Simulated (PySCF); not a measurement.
## Trend along group 14: MNa molecules

CCSD(T) with double-zeta basis sets in PySCF, for the lowest determinant that a PBE0 search found; no spin–orbit coupling. De refers to high-spin ground-configuration atoms.

| M | basis | reference, frozen orbitals | state (unpaired electrons) | Re (Å) | ωe (cm⁻¹) | De (eV) |
| --- | --- | --- | --- | --- | --- | --- |
| C | cc-pVDZ | UHF, 2 | quartet (σ ↑, π ↑↑) | 2.258 | 429 | 1.69 |
| Si | def2-SVPD | UHF, 6 | quartet (σ ↑, π ↑↑) | 2.742 | 256 | 1.35 |
| Ge | cc-pVDZ/cc-pVDZ-PP | UHF, 5 | quartet (σ ↑, π ↑↑) | 2.782 | 210 | 1.24 |
| Sn | def2-SVP | UHF, 5 | quartet (σ ↑, π ↑↑) | 2.950 | 186 | 1.15 |
| Pb | def2-SVP | UHF, 5 | quartet (σ ↑, π ↑↑) | 3.000 | 170 | 1.05 |

The shortest bond is that of NaC (2.258 Å), the longest that of NaPb (3.000 Å).

The rows differ in basis set, which adds steps of its own.

Down a group the atoms grow and get heavier, so bonds lengthen and wavenumbers fall; this series shows no clear exception.

Correlated steps freeze the inner cores (2 to 6 orbitals); shallow outer-core shells are correlated. Correlated levels converge slowly with the basis: in double zeta they bind strong bonds too weakly, by up to about 1 eV, and carry superposition errors of some tenths. These are scalar-relativistic numbers at best; spin–orbit coupling would shift them, the dissociation energy most. States were picked by a PBE0 search and need not be the measured ground states.
